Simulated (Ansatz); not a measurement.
Mulliken charges of BrClHInO (`[OH][In]([Cl])[Br]`) from PBE/def2-TZVPP in Ansatz (PBE0-D4/def2-TZVP geometry).

```json
{"atom": "O1", "x (Å)": "-0.257", "y (Å)": "1.542", "z (Å)": "0.013", "charge (e)": "-0.427"}
{"atom": "In2", "x (Å)": "-0.102", "y (Å)": "-0.409", "z (Å)": "-0.123", "charge (e)": "0.842"}
{"atom": "Cl3", "x (Å)": "1.720", "y (Å)": "-1.432", "z (Å)": "0.864", "charge (e)": "-0.321"}
{"atom": "Br4", "x (Å)": "-1.788", "y (Å)": "-1.699", "z (Å)": "-1.299", "charge (e)": "-0.283"}
{"atom": "H5", "x (Å)": "0.477", "y (Å)": "1.923", "z (Å)": "0.503", "charge (e)": "0.188"}
```

By hand: the dipole of these point charges (1 e Å = 4.8032 D).

Σ q r = (0.067, 0.299, 0.076) e Å, of length 0.316 e Å = 1.52 D.

How does the dipole of the full density compare? (Best estimate.)

The calculation gave: (0.093, 0.162, 0.075) e Å, 0.97 D; the point charges give 1.57 times that, at 18° from its direction.

Point charges leave out the atoms' own dipoles, such as those of lone pairs, and Mulliken's split depends on the basis, so the two needn't agree.
